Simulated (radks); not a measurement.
Task: All-electron calculation, scalar-relativistic Kohn-Sham, exchange-only LDA, spin-unpolarised, spherical densities, finite nucleus; Fermi nuclear charge, rms radius of each element as measured or else 0.836 A^(1/3) + 0.57 fm. Program: a radial shooting solver on a logarithmic mesh with Libxc functionals. Response by self-consistent Sternheimer equations with the Hartree and adiabatic exchange-only LDA kernel, the relativistic mass of each level held fixed and spin-orbit coupling left out. For heavy and open-shell atoms this level of theory can miss by tens of per cent. Estimate the static dipole polarisabilities of F ([He] 2s2 2p5) and Ho ([Xe] 4f11 6s2) and the C6 coefficients of the three pairs.

Result: alpha = 4.541 and 154.0 bohr^3; C6 = 12.46 (F-F), 124.1 (F-Ho), 2265 (Ho-Ho) hartree bohr^6.
